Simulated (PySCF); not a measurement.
Stepwise substitution at one centre (Ga OH-NH2). Gas-phase values, no solvent. One relaxed conformer stands for each flexible species; it need not be the lowest. Strings in code marks are SMILES.

The S1 excitation (TDA) from two functionals at the same geometries (B3LYP-D3(BJ)/def2-TZVP), both in PySCF: PBE-D3(BJ)/def2-TZVP and B3LYP-D3(BJ)/def2-TZVP. B3LYP has the VWN-RPA correlation part, as in Gaussian. Excitations are Tamm–Dancoff values on a coarser integration grid. The basis has no diffuse functions, so Rydberg states are missing or too high.

| species | PBE-D3(BJ)/def2-TZVP (eV) | B3LYP-D3(BJ)/def2-TZVP (eV) |
|---|---|---|
| 0 of 3 OH replaced by NH2 | 5.42 | 6.04 |
| 1 of 3 OH replaced by NH2 | 4.81 | 5.32 |
| 2 of 3 OH replaced by NH2 (`[NH2][Ga]([NH2])[OH]`) | 4.70 | 5.21 |
| 3 of 3 OH replaced by NH2 (`[Ga]([NH2])([NH2])[NH2]`) | 4.74 | 5.27 |

Over these rows, drawn at random from the members with no instability flagged (it was tested for open shells, ions and some series alone), PBE minus B3LYP-D3(BJ): mean -0.54 eV, from -0.62 eV to -0.50 eV.
